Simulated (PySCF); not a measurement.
SMILES F[SiH2][SeH], CAM-B3LYP/def2-SVP optimised geometry.

```
6

F      1.82    -0.75     0.00
Si     0.21    -0.75     0.00
Se    -0.39     1.45     0.00
H     -0.27    -1.45     1.22
H     -0.26    -1.45    -1.22
H     -1.82     1.10    -0.01
```

Density from CAM-B3LYP/def2-TZVP in PySCF at that geometry.

Minimum of the electron density along straight lines between bonded atoms, close to the bond critical point (lines longer than 1.1 times the sum of covalent radii, or with two minima, are not listed):

```json
[
 {"bond": "F1–Si2", "length / Å": "1.618", "ρ at the minimum / e bohr⁻³": "0.133", "∇²ρ there / e bohr⁻⁵": "0.91", "position (fraction from the first atom)": "0.58"},
 {"bond": "Si2–Se3", "length / Å": "2.275", "ρ at the minimum / e bohr⁻³": "0.096", "∇²ρ there / e bohr⁻⁵": "-0.04", "position (fraction from the first atom)": "0.35"},
 {"bond": "Si2–H4", "length / Å": "1.483", "ρ at the minimum / e bohr⁻³": "0.127", "∇²ρ there / e bohr⁻⁵": "0.12", "position (fraction from the first atom)": "0.49"},
 {"bond": "Si2–H5", "length / Å": "1.482", "ρ at the minimum / e bohr⁻³": "0.127", "∇²ρ there / e bohr⁻⁵": "0.12", "position (fraction from the first atom)": "0.49"},
 {"bond": "Se3–H6", "length / Å": "1.471", "ρ at the minimum / e bohr⁻³": "0.174", "∇²ρ there / e bohr⁻⁵": "-0.30", "position (fraction from the first atom)": "0.63"}
]
```
